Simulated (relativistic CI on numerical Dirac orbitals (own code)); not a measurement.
## Sc²⁺ in a cubic cluster: 2p photoemission with charge transfer

Computed with a charge-transfer multiplet model of a cubic metal-ligand cluster with up to 2 ligand holes, Slater and spin-orbit integrals from Dirac-Coulomb-Breit ions, Slater integrals scaled by 0.9. The ground state mixes d1 with configurations of k ligand holes L, whose averages lie at kΔ + k(k − 1)U_dd/2; a core hole lowers each added d electron by U_cd. 300 K, Lorentzian 0.6 eV and Gaussian 0.8 eV FWHM.

Atomic integrals in eV (Slater integrals scaled, ζ unscaled), ground: F2dd 5.299, F4dd 3.246, zeta_d 0.008; with the core hole: F2dd 5.299, F4dd 3.246, zeta_d 0.020, zeta_core 3.005, F2cd 4.627, G1cd 3.325, G3cd 1.884. Where a configuration has fewer than two d electrons, the dd integrals are those of d2.

Cluster parameters (eV): Δ = 5, U_cd = 5.3, 10Dq = 1.05, 10Dq(ligand) = 0.3, V(eg) = 1.7, V(t2g) = -0.81, final-state hopping factor = 1.

| Case | n_d | d1 | d2L | d3L2 | S |
| --- | --- | --- | --- | --- | --- |
| U_dd = 4.3 eV | 1.33 | 0.70 | 0.28 | 0.02 | 0.50 |
| U_dd = 5 eV | 1.32 | 0.70 | 0.28 | 0.02 | 0.50 |
| U_dd = 6.4 eV | 1.31 | 0.71 | 0.27 | 0.02 | 0.50 |

Weights, n_d and S are thermal averages at 300 K. Binding energies count from the first peak over 30 % of the highest in each spectrum, which can be another peak from case to case. The parameters are a model scan and need not match a compound or its usual spin state. Peaks in eV (height, largest 100):
- U_dd = 4.3 eV: 0.0 (100), 5.0 (47), 6.9 (30), 11.9 (11)
- U_dd = 5 eV: 0.0 (100), 4.9 (47), 7.0 (28), 11.9 (11)
- U_dd = 6.4 eV: 0.0 (100), 5.0 (46), 7.3 (26), 12.1 (10)

Curve for U_dd = 4.3 eV (points under 2 left out, the grid thinned):

(E (eV), Intensity): (-3.3, 2.1), (-2.9, 2.7), (-2.5, 3.6), (-2.1, 5.2), (-1.7, 8.5), (-1.3, 16.9), (-0.9, 37.8), (-0.5, 72.1), (-0.1, 98.1), (0.3, 93.0), (0.7, 65.4), (1.1, 39.5), (1.5, 24.3), (1.9, 17.4), (2.3, 15.9), (2.7, 16.8), (3.1, 17.6), (3.5, 19.9), (3.9, 25.5), (4.3, 34.9), (4.7, 44.2), (5.1, 46.4), (5.5, 40.4), (6.0, 31.6), (6.4, 28.8), (6.8, 29.6), (7.2, 28.9), (7.6, 24.2), (8.0, 17.1), (8.4, 11.7), (8.8, 8.5), (9.2, 6.9), (9.6, 6.1), (10.0, 5.2), (10.4, 4.5), (10.8, 4.8), (11.2, 7.0), (11.6, 10.1), (12.0, 10.8), (12.4, 8.5), (12.8, 5.8), (13.2, 3.8), (13.6, 3.0), (14.0, 2.7), (14.4, 2.0)

For the case U_dd = 4.3 eV, Δ = 5 eV is larger than U_dd = 4.3 eV, the Mott-Hubbard side of the Zaanen-Sawatzky-Allen scheme. With the core hole the average of the configuration with one ligand hole lies at Δ − U_cd = -0.3 eV before mixing: the effective hopping of about 3.8 eV (from the holes of the mixed ground state) is comparable with this gap or larger, so the configurations mix strongly.
